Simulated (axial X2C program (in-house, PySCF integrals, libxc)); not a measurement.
**Which molecule gave these maps?**

PBE0 fields computed with an in-house relativistic program for diatomic molecules, 2c, near the equilibrium distance, one atom at z = 0.

The maps cover the half plane through the axis: z from -2.4 to 4.2 Å along the bond, ρ from 0.15 to 2.25 Å away from it.

log10 of the density in e/bohr³:

```
 ρ\z  -2.4  -1.8  -1.2  -0.6   0.0   0.6   1.2   1.8   2.4   3.0   3.6   4.2
0.15  -3.2  -2.3  -1.4  -0.5   1.4  -0.5  -0.8   0.7  -0.3  -1.2  -2.0  -3.0
0.45  -3.3  -2.4  -1.5  -0.8   0.2  -0.8  -0.9  -0.6  -0.8  -1.3  -2.1  -3.0
0.75  -3.4  -2.5  -1.7  -1.1  -0.9  -1.1  -1.1  -1.0  -1.1  -1.6  -2.3  -3.2
1.05  -3.5  -2.7  -2.0  -1.5  -1.3  -1.4  -1.4  -1.3  -1.4  -1.9  -2.5  -3.3
1.35  -3.8  -3.0  -2.3  -1.9  -1.7  -1.7  -1.8  -1.7  -1.8  -2.2  -2.8  -3.6
1.65  -4.0  -3.3  -2.7  -2.3  -2.1  -2.1  -2.1  -2.1  -2.3  -2.6  -3.1  -3.8
1.95  -4.3  -3.6  -3.1  -2.7  -2.5  -2.5  -2.5  -2.5  -2.7  -3.0  -3.5  -4.1
2.25  -4.5  -4.0  -3.5  -3.1  -3.0  -2.9  -2.9  -3.0  -3.1  -3.4  -3.8  -4.4
```

Electron localisation function (collinear form, no current term, damped to 0 at low density):

```
 ρ\z  -2.4  -1.8  -1.2  -0.6   0.0   0.6   1.2   1.8   2.4   3.0   3.6   4.2
0.15  0.22  0.81  0.90  0.22  0.24  0.17  0.72  0.87  0.25  0.96  0.89  0.42
0.45  0.17  0.77  0.90  0.27  0.57  0.20  0.78  0.11  0.13  0.95  0.87  0.36
0.75  0.10  0.69  0.88  0.63  0.20  0.49  0.79  0.49  0.81  0.93  0.80  0.23
1.05  0.04  0.53  0.81  0.80  0.56  0.65  0.74  0.74  0.86  0.86  0.66  0.11
1.35  0.01  0.30  0.66  0.74  0.64  0.62  0.66  0.66  0.75  0.71  0.42  0.04
1.65  0.00  0.11  0.41  0.54  0.51  0.51  0.55  0.51  0.53  0.46  0.17  0.01
1.95  0.00  0.02  0.17  0.31  0.34  0.38  0.41  0.34  0.30  0.20  0.04  0.00
2.25  0.00  0.00  0.04  0.12  0.18  0.22  0.24  0.18  0.12  0.05  0.01  0.00
```

Which molecule is it?
A. P₂
B. NaCs⁺
C. AsP
D. CaBr

C. AsP, with As at z = 0 and P at z = 1.992 Å, state Ω = 0 (closed shell), basis As dyall-cv3z [9s9p6d4f1g], P dyall-v3z [8s7p2d1f] (cores contracted in-house). One determinant describes the state; a PBE0 search over occupations chose it and may have missed a lower one.
